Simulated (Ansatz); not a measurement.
One change: `N=COCN` becomes `[CH3][SnH2][O]C=N`.

Ansatz, PBE0-D4/def2-TZVP geometries, multiplicity 1. Each molecule was computed in one conformer, which needn't be the lowest.

Elements past krypton have def2 core potentials.

```csv
property,`N=COCN`
size of the dipole moment (B3LYP/def2-TZVPP) / D,3.68
HOMO energy (PBE0/def2-TZVPP) / eV,-7.50
HOMO energy (PBE/def2-TZVPP) / eV,-5.97
HOMO–LUMO gap (PBE0/def2-TZVPP) / eV,8.24
size of the dipole moment (PBE/def2-TZVPP) / D,3.71
LUMO energy (PBE0/def2-TZVPP) / eV,0.73
```

Q: What does the change do to each property? (Estimate.)

A: The calculation gave: 
```
                                        property  `[CH3][SnH2][O]C=N`  shift
size of the dipole moment (B3LYP/def2-TZVPP) / D                 3.77   0.09
              HOMO energy (PBE0/def2-TZVPP) / eV                -7.64  -0.14
               HOMO energy (PBE/def2-TZVPP) / eV                -6.15  -0.18
            HOMO–LUMO gap (PBE0/def2-TZVPP) / eV                 7.21  -1.03
  size of the dipole moment (PBE/def2-TZVPP) / D                 3.66  -0.05
              LUMO energy (PBE0/def2-TZVPP) / eV                -0.43  -1.16
```

With PBE0 the HOMO falls by 0.14 eV and the LUMO falls by 1.16 eV, so the gap narrows by about 1.02 eV. PBE moves the HOMO by -0.18 eV and ωB97M-V by -0.05 eV. Dipoles are sizes alone; their direction can turn.

B3LYP here is the variant with VWN-RPA as its local correlation; programs differ in this.
